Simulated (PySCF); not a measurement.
**Mo: excitation energy**

Mo [Kr] 4d5 5s1 (7S) → Mo [Kr] 4d4 5s2 (5D), as a difference of total energies. All numbers are calculated (PySCF 2.14, the spin-free X2C one-electron Hamiltonian (Gaussian nucleus), in x2c-TZVPPall (8s6p6d2f1g, 79 functions)). Correlated levels: valence: [Kr] frozen; valence and next inner shell: [Ar] 3d10 frozen. The calculations carry no spin-orbit coupling.

```
                                method  excitation energy (eV)
                                   UHF                   2.197
                                   LDA                   1.952
                                   PBE                   2.085
                                  PBE0                   2.144
                                r2SCAN                   2.409
                               LC-wPBE                   2.144
                                B2PLYP                   1.529
                                 wB97X                   0.936
                         MP2 (valence)                   1.862
                     SCS-MP2 (valence)                   1.131
    MP2 (valence and next inner shell)                   1.941
SCS-MP2 (valence and next inner shell)                   1.344
```

Question: How much does correlation contribute at MP2 (valence and next inner shell)?

Answer: 1.941 − (2.197) = -0.256 eV, measured against UHF.

A first-order spin-orbit estimate (lowest level to lowest level, LS coupling) adds -0.123 eV.
